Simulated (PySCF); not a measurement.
C6H9NS.
Cartesian coordinates in Å at the PBE0-D3(BJ)/def2-SVP level; atoms count from 1:
```xyz
17
C6H9NS angstrom
C     -1.7043    0.1011    1.3882
C     -0.8691    0.0825    0.1088
C     -1.0800   -1.2105   -0.6771
C      0.5877    0.2696    0.4304
C      1.3839    1.3061    0.0135
S      2.9800    1.1130    0.6200
C      2.4715   -0.3476    1.3931
N      1.2269   -0.6579    1.2127
H     -2.7722   -0.0411    1.1609
H     -1.3824   -0.7079    2.0616
H     -1.5905    1.0541    1.9266
H     -1.1740    0.9333   -0.5234
H     -0.5195   -1.1996   -1.6240
H     -0.7307   -2.0719   -0.0875
H     -2.1460   -1.3586   -0.9090
H      1.1096    2.1560   -0.6088
H      3.1752   -0.9401    1.9825
```

Level: wB97X-D/def2-SVPD in PySCF, non-relativistic, on one gas-phase PBE0-D3(BJ)/def2-SVP geometry that isn't relaxed in the solvent. The solvent is an IEF-PCM continuum (cavity from Bondi-type radii × 1.2). The model holds no explicit solvent molecules, cavitation or dispersion.

Gas phase at wB97X-D/def2-SVPD: HOMO -8.84 eV, LUMO 0.97 eV, dipole 1.20 D.

Problem. What does the continuum do to the energy, the frontier levels and the dipole at wB97X-D/def2-SVPD in chloroform and acetonitrile?

Solution. 
| solvent | ε | E(solvent) − E(gas) (kcal/mol) | polarisation term (kcal/mol) | distortion of the solute (kcal/mol) | HOMO (eV) | LUMO (eV) | dipole (D) |
| --- | --- | --- | --- | --- | --- | --- | --- |
| chloroform | 4.711 | -2.95 | -3.32 | 0.37 | -8.82 | 0.98 | 1.67 |
| acetonitrile | 35.69 | -4.24 | -5.11 | 0.87 | -8.83 | 0.97 | 1.95 |

The polarisation term is half the interaction of the solute with the surface charges that it induces; the rest is the cost of distorting the solute's density. The sum is the electrostatic part of solvation alone. From chloroform to acetonitrile the lowering changes by a factor 1.44, Onsager's factor (ε − 1)/(2ε + 1) by 1.35 and ε itself by 7.6.

Problem. Which radius a makes the point-dipole formula ΔE = −[(ε − 1)/(2ε + 1)]·μ²/a³ give the value in acetonitrile, with the gas-phase dipole?

Solution. μ = 0.473 au and |ΔE| = 0.00676 Eh give a = 1.33 Å; the farthest nucleus lies 3.67 Å from the centroid of the nuclei, so such a sphere wouldn't even hold the nuclei. The formula assumes a rigid point dipole at the centre of a sphere.

Problem. Give the dipole vector in the frame of the coordinates (D, pointing from negative to positive charge), gas and acetonitrile.

Solution. Gas (0.14, 1.03, -0.61), solvent (0.24, 1.67, -0.99). Its length changes by +63 % and its direction by less than 1°.

Problem. How does the static polarisability (wB97X-D/def2-SVPD, frozen core, with the continuum's full static response) change?

Solution. 
| medium | isotropic (au) | principal values (au) | ⟨r²⟩ of the electrons (bohr²) |
| --- | --- | --- | --- |
| gas | 94.4 | 74.4, 90.6, 118.4 | 1244.6 |
| chloroform | 119.0 | 92.5, 118.1, 146.3 | 1243.6 |
| acetonitrile | 131.1 | 102.6, 132.8, 157.9 | 1243.1 |

The isotropic value in acetonitrile is 1.39 times the gas-phase one; no cavity-field correction is applied. ⟨r²⟩ is taken about the centre of nuclear charge.

Note: wB97X-D ran without an empirical dispersion term, which enters the total energy and its gradient alone.
